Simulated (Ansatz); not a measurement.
This singlet lies 1.05 eV below the relaxed triplet at the level B3LYP/cc-pVTZ // PBE0-D3(BJ)/def2-TZVP (Ansatz, an electronic-structure program).

Calculation: PBE0-D3(BJ)/def2-TZVP (Ansatz). No frequencies were computed at this level.

Ansatz 0.2 input:
```yaml
crystal:
  periodic: [false, false, false]
  atoms:
    - { symbol: C, position_ang: [1.355185, 0.399077, 0.241274] }
    - { symbol: C, position_ang: [0.590745, -0.693486, 0.168429] }
    - { symbol: C, position_ang: [-0.751224, -0.753622, 0.678048] }
    - { symbol: N, position_ang: [-1.618511, 0.089917, 0.201951] }
    - { symbol: H, position_ang: [0.952688, 1.344357, 0.570701] }
    - { symbol: H, position_ang: [2.414752, 0.374907, 0.049635] }
    - { symbol: H, position_ang: [1.030918, -1.648191, -0.090663] }
    - { symbol: H, position_ang: [-1.421867, 0.761038, -0.548258] }
    - { symbol: H, position_ang: [-2.552679, 0.126003, 0.585635] }
basis:
  gaussian: { orbitals: def2-tzvp }
hamiltonian:
  xc: pbe0
  dispersion: d3bj
relax:
  max_steps: 150
```

Output:

```
Functional definition: PBE0
915 factors; their error is unknown
mean field evaluation 1: about -4668.2649 eV, gradient 5.8e1 eV
mean field evaluation 2: about -4666.5216 eV, gradient 6.3e1 eV
mean field evaluation 4: about -4675.8524 eV, gradient 2.5e0 eV
mean field evaluation 8: about -4675.8681 eV, gradient 6.8e-2 eV
mean field evaluation 16: about -4675.8661 eV, gradient 9.8e-5 eV
mean field -4675.86609066 eV, -171.8349094160 hartree, gradient 2.6e-5 eV, S^2 0.000000; 0 other end points of the search recorded, 0 dependent functions left out
reference -4675.86611775 eV, -171.8349104114 hartree; 15, 15 occupied and 139, 139 virtual orbitals, 915 factors
relax step   1: F+E_penalty+E_count = -4675.99558862 eV  Δ(F+E_penalty+E_count) = +0.000e0 eV  max|allowed force component| = 3.674e-1 eV/Å  Δτ_max = 0.0000 Å  (29 SCF iters, accepted)
these checks for a lower state are left out or cut short: starts, cluster_reference, orbital_swaps, neighbouring_geometries, increment
915 factors; their error is unknown
mean field -4675.88193949 eV, -171.8354918496 hartree, gradient 1.6e-5 eV, S^2 0.000000; 0 other end points of the search recorded, 0 dependent functions left out
reference -4675.88196673 eV, -171.8354928508 hartree; 15, 15 occupied and 139, 139 virtual orbitals, 915 factors
relax step   2: F+E_penalty+E_count = -4676.01183860 eV  Δ(F+E_penalty+E_count) = -1.625e-2 eV  max|allowed force component| = 2.382e-1 eV/Å  Δτ_max = 0.0673 Å  (32 SCF iters, accepted)
these checks for a lower state are left out or cut short: starts, cluster_reference, orbital_swaps, neighbouring_geometries, increment
915 factors; their error is unknown
mean field evaluation 32: about -4675.8877 eV, gradient 1.5e-5 eV
mean field -4675.88771255 eV, -171.8357040058 hartree, gradient 1.5e-5 eV, S^2 0.000000; 0 other end points of the search recorded, 0 dependent functions left out
reference -4675.88773974 eV, -171.8357050050 hartree; 15, 15 occupied and 139, 139 virtual orbitals, 915 factors
relax step   3: F+E_penalty+E_count = -4676.01798751 eV  Δ(F+E_penalty+E_count) = -6.149e-3 eV  max|allowed force component| = 2.033e-1 eV/Å  Δτ_max = 0.0483 Å  (33 SCF iters, accepted)
these checks for a lower state are left out or cut short: starts, cluster_reference, orbital_swaps, neighbouring_geometries, increment
915 factors; their error is unknown
mean field -4675.88903558 eV, -171.8357526261 hartree, gradient 1.4e-5 eV, S^2 0.000000; 0 other end points of the search recorded, 0 dependent functions left out
reference -4675.88906276 eV, -171.8357536249 hartree; 15, 15 occupied and 139, 139 virtual orbitals, 915 factors
relax step   4: F+E_penalty+E_count = -4676.01937122 eV  Δ(F+E_penalty+E_count) = -1.384e-3 eV  max|allowed force component| = 1.125e-1 eV/Å  Δτ_max = 0.0101 Å  (33 SCF iters, accepted)
these checks for a lower state are left out or cut short: starts, cluster_reference, orbital_swaps, neighbouring_geometries, increment
915 factors; their error is unknown
mean field -4675.88937055 eV, -171.8357649362 hartree, gradient 1.4e-5 eV, S^2 0.000000; 0 other end points of the search recorded, 0 dependent functions left out
reference -4675.88939770 eV, -171.8357659340 hartree; 15, 15 occupied and 139, 139 virtual orbitals, 915 factors
relax step   5: F+E_penalty+E_count = -4676.01976525 eV  Δ(F+E_penalty+E_count) = -3.940e-4 eV  max|allowed force component| = 1.198e-2 eV/Å  Δτ_max = 0.0095 Å  (34 SCF iters, accepted)
these checks for a lower state are left out or cut short: starts, cluster_reference, orbital_swaps, neighbouring_geometries, increment
915 factors; their error is unknown
mean field -4675.88938219 eV, -171.8357653636 hartree, gradient 1.2e-5 eV, S^2 0.000000; 0 other end points of the search recorded, 0 dependent functions left out
reference -4675.88940933 eV, -171.8357663614 hartree; 15, 15 occupied and 139, 139 virtual orbitals, 915 factors
relax step   6: F+E_penalty+E_count = -4676.01978608 eV  Δ(F+E_penalty+E_count) = -2.082e-5 eV  max|allowed force component| = 5.458e-3 eV/Å  Δτ_max = 0.0014 Å  (34 SCF iters, accepted)
915 factors; their error is unknown
mean field evaluation 64: about -4675.8730 eV, gradient 2.8e0 eV
mean field -4675.88938219 eV, -171.8357653636 hartree, gradient 1.2e-5 eV, S^2 0.000000; 1 other end points of the search recorded, 0 dependent functions left out
reference -4675.88940933 eV, -171.8357663614 hartree; 15, 15 occupied and 139, 139 virtual orbitals, 915 factors
Total energy: -4676.01981323 eV, -171.8405586160 hartree
Atom 0 at     1.326919     0.411248     0.241186 Å, force    -0.004245    -0.002560     0.002638 eV/Å
Atom 1 at     0.573027    -0.694255     0.201993 Å, force    -0.001494    -0.003599     0.002634 eV/Å
Atom 2 at    -0.770266    -0.777699     0.731174 Å, force     0.002911     0.000487    -0.005458 eV/Å
Atom 3 at    -1.592299     0.078761     0.202299 Å, force    -0.002127     0.001344     0.002904 eV/Å
Atom 4 at     0.939469     1.344318     0.637252 Å, force    -0.001496     0.004746    -0.000396 eV/Å
Atom 5 at     2.374266     0.392686    -0.034436 Å, force     0.004558     0.000979    -0.001716 eV/Å
Atom 6 at     1.016595    -1.635598    -0.114737 Å, force    -0.000531    -0.000458    -0.000707 eV/Å
Atom 7 at    -1.328607     0.720696    -0.549952 Å, force     0.001514    -0.001642    -0.000151 eV/Å
Atom 8 at    -2.539098     0.159844     0.541973 Å, force     0.000909     0.000702     0.000253 eV/Å
Dipole moment:    -0.207441     0.405095    -0.347123 e Å
```

Cost: very roughly 24 core-seconds.
